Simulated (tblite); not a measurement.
Run record: tight-binding relaxation, `C#Cc1n[c]cn1[SiH2]P` [radical].

Computed with GFN2-xTB geometry optimisation, gas phase (tblite 0.8.0). Start geometry: from a force field or distance geometry. The command runs a driver script over a list of jobs; the input below is this job's line of settings and its coordinates in Å.

Command:
```bash
OMP_NUM_THREADS=1 python probes_run.py task.json out
```

Input:
```
{"job": {"kind": "relax", "xc": "GFN2-xTB", "basis": "xTB"}, "charge": 0, "multiplicity": 2}
C     -2.067900     2.332900    -0.462700
C     -1.848100     1.169100    -0.256200
C     -1.544200    -0.230700     0.020100
N     -2.415600    -1.155700     0.435700
C     -1.692100    -2.295600     0.549700
C     -0.392700    -2.050000     0.172100
N     -0.319300    -0.733600    -0.158100
Si     1.169900     0.102400    -0.701000
P      2.692300    -0.018400     0.886600
H     -2.284700     3.364000    -0.661000
H      0.443600    -2.764600     0.145300
H      1.588500    -0.461500    -1.970600
H      0.863100     1.517500    -0.890300
H      3.756500     0.945200     0.707200
H      2.046400     0.287100     2.161100
```

What does the run print?

```
step      E/eV     max force
  0    -644.36064    2.688
  1    -644.59982    2.945
  2    -644.66324    4.126
  3    -644.84243    1.088
  4    -644.98868    1.297
  5    -645.05971    1.029
  6    -645.08208    0.422
  7    -645.09441    0.432
  8    -645.10362    0.554
  9    -645.11112    0.315
... (143 lines left out)
153    -645.18990    0.039
154    -645.19002    0.030
155    -645.19020    0.024
156    -645.19033    0.019
157    -645.19046    0.023
158    -645.19057    0.024
159    -645.19066    0.020
160    -645.19072    0.022
161    -645.19075    0.018
162    -645.19077    0.009
```

«max force» is the largest atomic force in eV/Å.

From which step on does the largest force stay under 0.1 eV/Å, and how much energy is left to gain from there?

From step 144 (0.095 eV/Å), 4.1 meV above the end.

Main results: energy lowered by 19.1 kcal/mol over 162 steps; largest atomic force 0.009 eV/Å at the end.

Hardware: an Intel Xeon Platinum 8259CL at 2.50 GHz with one thread, no GPU (shared host). Cost: 2.4 s of wall time.
Labels such as C1 count atoms from 1, the log's own numbers from 0.
